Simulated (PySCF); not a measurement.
Computed shifts of a molecule C3H6BrF, PBE/pcSseg-1 (PySCF), GIAO, gas phase, atoms alike by connectivity averaged where their shifts nearly agree, in ppm (number of nuclei): ¹³C: 98.3 (1), 49.1 (1), 22.7 (1). ¹⁹F: -206.6 (1). ¹H: 4.97 (1), 3.81 (1), 3.27 (1), 1.73 (3). References: ¹³C against TMS (σ = 182.0 ppm); ¹⁹F against CFCl3 (σ = 133.6 ppm); ¹H against TMS (σ = 31.49 ppm), references at their B3LYP-D3(BJ)/def2-TZVP geometries, non-relativistic (without spin–orbit terms, shifts of atoms bonded to Cl or Br come out too high). The structure is a stationary point at B3LYP-D3(BJ)/def2-SVP. One conformer was computed; it need not be the lowest.

**Question.** Pick the molecule that these values belong to.
A) CC(C)(F)Br
B) CC[C@H](F)Br
C) C[C@H](F)CBr

**Answer.** C, C[C@H](F)CBr
